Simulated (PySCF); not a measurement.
Species: C5H6F3N2 (charge +1).
SMILES: `FC(F)(F)Cc1c[nH+]c[nH]1`

A PySCF run (density fitting, gas phase, GFN2-xTB geometry) gave HOMO -9.97 eV, LUMO -3.85 eV.

**Question.** Which of these levels was it?
A. LC-wPBE/STO-3G
B. X3LYP/IGLO-II
C. PBE0/STO-3G
D. PBE0/def2-SVPD
E. PBE0/pcSseg-1

**Answer.** C. It is PBE0/STO-3G. All candidates on this geometry:

| level and settings | kind | basis functions | SCF cycles | E (Eh) | HOMO (eV) | LUMO (eV) |
| --- | --- | --- | --- | --- | --- | --- |
| PBE0/STO-3G, grid level 3, fitting basis def2-universal-jkfit | global hybrid | 56 | 10 | -594.3081 | -9.97 | -3.85 |
| X3LYP/IGLO-II, energy threshold 1e-06 Eh, fitting basis def2-universal-jkfit | global hybrid | 256 | 8 | -602.9095 | -12.44 | -5.78 |
| PBE0/def2-SVPD | global hybrid | 257 | 14 | -601.9266 | -12.63 | -5.71 |
| PBE0/pcSseg-1 | global hybrid | 200 | 14 | -602.2764 | -12.67 | -5.67 |
| LC-wPBE/STO-3G | range-separated hybrid | 56 | 12 | -594.4879 | -12.52 | -1.47 |

The nearest other candidate, by the summed differences of HOMO and LUMO, is X3LYP/IGLO-II: its HOMO differs by -2.47 eV and its LUMO by -1.93 eV. Cycle counts include a coarse-grid stage where the run had one.

Conformer computed: `[F:1][C:2]([F:3])([F:4])[CH2:5][c:6]1[cH:7][nH+:8][cH:9][nH:10]1`: F1–C2–C5–C6 179°, C2–C5–C6–C7 -114°.
